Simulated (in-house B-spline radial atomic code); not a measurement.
# Ionising Pm⁺ with different functionals

Computed with a B-spline radial code for spherical atoms: four-component Dirac-Coulomb Hamiltonian, Fermi nucleus of rms radius 4.962 fm, spin-restricted, spherical fractional occupations for the functionals. The ionisation energy is the difference of two self-consistent energies, [Xe] 4f5 6s1 → [Xe] 4f5, without Breit or QED terms; ε is the level of the shell that loses the electron (mean over j).

Hybrids are left out here: with spherical fractional occupations of an open shell their exact exchange keeps a self-interaction that integer-occupation calculations don't have.

```tsv
method	rung	ΔSCF (eV)	-ε(6s) (eV)
LDA VWN5	LDA	11.14	8.56
relativistic LDA	LDA	11.11	8.54
LDA PW92	LDA	11.14	8.56
LDA exchange-only	LDA	10.29	7.70
PBE	GGA	10.94	8.31
PBEsol	GGA	10.84	8.31
BLYP	GGA	11.05	8.34
RPBE	GGA	10.89	8.17
PW91	GGA	10.97	8.33
BP86	GGA	10.98	8.50
AM05	GGA	?	?
OLYP	GGA	?	?
```

**Question.** What does OLYP give?

**Answer.** ΔSCF 10.81 eV, and -ε(6s) = 7.92 eV.

**Question.** What does AM05 give?

**Answer.** ΔSCF 10.81 eV, and -ε(6s) = 8.26 eV.

**Question.** How do they compare with the NIST value?

**Answer.** NIST lists 10.94 eV ± 0.02 (semi-empirical, ground level to ground level). Errors run from -0.65 to +0.20 eV; PBE is closest (+0.00 eV), but part of that can be cancellation, since the calculations leave out Breit-QED terms, spin polarisation, the choice among j levels, multiplet and fine-structure energies.
